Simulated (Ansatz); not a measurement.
`N=[C]1O[SiH2][SnH2]1`. The species carries charge 0 and has multiplicity 1. Sn takes the def2 core potential. Geometry: relaxed with PBE0-D4/def2-TZVP. It is one conformer, not always the lowest.

```xyz
10

N     0.354   -1.121   -2.083
C     0.257   -0.546   -0.976
O     1.373   -0.407   -0.189
Si    1.067    0.388    1.266
Sn   -1.281    0.442    0.297
H    -0.538   -1.157   -2.563
H     1.875    1.629    1.351
H     1.388   -0.499    2.411
H    -2.526   -0.581    0.850
H    -1.969    1.853   -0.364
```

**Question.** What is the dipole moment at r2SCAN/def2-TZVPP? (An estimate is asked.)

**Answer.** Computed: 3.32 D, with components (-2.29, 1.47, 1.91) D in this frame, pointing from negative to positive charge.

**Question.** And with PBE, B3LYP, ωB97M-V? (An estimate is asked.)

**Answer.** Computed: PBE 3.15 D, B3LYP 3.58 D, ωB97M-V 3.80 D.

**Question.** Give the Mulliken charges with r2SCAN, PBE, ωB97M-V in def2-TZVPP. (Estimate.)

**Answer.** The calculation gave: 
```json
{"atom": "N1", "r2SCAN": "-0.26", "PBE": "-0.17", "ωB97M-V": "-0.17"}
{"atom": "C2", "r2SCAN": "0.04", "PBE": "-0.06", "ωB97M-V": "-0.02"}
{"atom": "O3", "r2SCAN": "-0.30", "PBE": "-0.21", "ωB97M-V": "-0.28"}
{"atom": "Si4", "r2SCAN": "0.31", "PBE": "0.21", "ωB97M-V": "0.24"}
{"atom": "Sn5", "r2SCAN": "0.37", "PBE": "0.34", "ωB97M-V": "0.25"}
{"atom": "H6", "r2SCAN": "0.17", "PBE": "0.17", "ωB97M-V": "0.12"}
{"atom": "H7", "r2SCAN": "-0.06", "PBE": "-0.05", "ωB97M-V": "-0.02"}
{"atom": "H8", "r2SCAN": "-0.06", "PBE": "-0.05", "ωB97M-V": "-0.02"}
{"atom": "H9", "r2SCAN": "-0.10", "PBE": "-0.09", "ωB97M-V": "-0.06"}
{"atom": "H10", "r2SCAN": "-0.10", "PBE": "-0.09", "ωB97M-V": "-0.06"}
```

B3LYP here is the variant with VWN-RPA as its local correlation; programs differ in this.
